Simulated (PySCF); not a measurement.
**How methods differ on the ionisation energy of Sn⁺**

Sn⁺ [Kr] 4d10 5s2 5p1 (2P) → Sn²⁺ [Kr] 4d10 5s2 (1S), as a difference of total energies. Calculation: PySCF 2.14, in x2c-TZVPall; scalar relativity by spin-free X2C-1e. Correlated levels: valence: [Kr] 4d10 frozen. The calculations carry no spin-orbit coupling.

```json
{"method": "UHF", "ionisation energy (eV)": "13.717", "error (eV)": "-0.565"}
{"method": "PBE0", "ionisation energy (eV)": "14.240", "error (eV)": "-0.042"}
{"method": "MN15", "ionisation energy (eV)": "14.361", "error (eV)": "+0.079"}
{"method": "MP2 (valence)", "ionisation energy (eV)": "13.906", "error (eV)": "-0.376"}
{"method": "SCS-MP2 (valence)", "ionisation energy (eV)": "13.893", "error (eV)": "-0.389"}
```

Reference: 14.282 eV (measured; NIST levels, between the centres of gravity of the two terms).

Errors of the correlated levels include the incompleteness of this basis and the frozen core.
